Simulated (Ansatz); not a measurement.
Consider the cleavage of the P–Si bond: `O[SiH](S)P[SiH3]` + `[NH2][GaH2]` → `[SiH3]P[NH][GaH2]` + `O[SiH2]S`.

Gas-phase electronic energies from Ansatz, PBE0-D4/def2-TZVP geometries. CCSD(T)/CBS is the MP2 limit (def2-TZVPP, def2-QZVPP) plus CCSD(T) − MP2 in def2-TZVPP, frozen cores. DFT in def2-TZVPP. For Ga outer-core shells are correlated without core-valence functions, which leaves a few kJ/mol of doubt a bond. Scalar relativity is left out up to krypton. Each species was taken in one conformer, which may not be the lowest.

`O[SiH](S)P[SiH3]`:

Cartesian coordinates in Å:
```
O 1.096 -1.178 -2.307
Si 0.102 -0.472 -1.209
S -1.557 -1.673 -0.587
P 1.217 0.041 0.665
Si -0.468 1.238 1.563
H 1.570 -1.969 -2.044
H -0.494 0.672 -1.931
H -0.874 -2.304 0.385
H 1.893 1.154 0.096
H -1.283 0.321 2.396
H -1.339 1.886 0.547
H 0.136 2.286 2.427
```

`[NH2][GaH2]`:

Z-matrix (Å, degrees):
```
N
Ga 1 1.813
H 1 1.006 2 124.1
H 1 1.006 2 124.0 3 -180.0
H 2 1.561 1 116.7 3 -180.0
H 2 1.561 1 116.7 3 0.0
```

`[SiH3]P[NH][GaH2]`:

Cartesian coordinates in Å:
```
Si 0.318 1.041 -1.566
P -0.931 1.209 0.310
N -1.035 -0.443 0.771
Ga 0.259 -1.607 1.363
H 1.428 0.062 -1.387
H -0.554 0.552 -2.667
H 0.880 2.367 -1.945
H 0.160 1.636 1.117
H -1.994 -0.755 0.801
H 1.708 -1.036 1.426
H -0.239 -3.026 1.778
```

`O[SiH2]S`:

Cartesian coordinates in Å:
```
O 0.314 -0.778 -1.247
Si -0.214 0.423 -0.259
S 0.349 0.154 1.781
H 1.245 -1.004 -1.204
H 0.379 1.741 -0.597
H -1.682 0.421 -0.425
H -0.389 -0.957 1.951
```

```
             level  ΔE (kcal/mol)  difference from CCSD(T)/CBS
            PBE-D4           17.1                          1.7
           BLYP-D4           13.6                         -1.8
            B97M-V           16.5                          1.1
          BHLYP-D4           13.2                         -2.2
              PBE0           16.3                          0.9
           r2SCANh           16.4                          1.0
RPA@PBE/def2-TZVPP           12.9                         -2.5
      MP2/def2-SVP           15.0                         -0.4
     HF/def2-TZVPP            9.6                         -5.8
   CCSD/def2-TZVPP           13.8                         -1.6
       CCSD(T)/CBS           15.4                            0
```

Largest T1 diagnostic among the species: 0.015.

In def2-TZVPP, CCSD(T) changes the Hartree–Fock value by +5.0 kcal/mol (the triples alone add +0.8 kcal/mol) and MP2 by +6.1 kcal/mol. The D4 term adds +1.1 kcal/mol with B3LYP and +0.7 kcal/mol with PBE0; it sums over pairs of atoms, weighted by their polarisabilities, and B3LYP, whose exchange is more repulsive, gets the larger term.

CCSD(T)/CBS has its own doubt, a few kJ/mol and more with outer-core shells, so smaller differences from it don't rank the levels.

B3LYP here is the variant with VWN-RPA as its local correlation; programs differ in this.
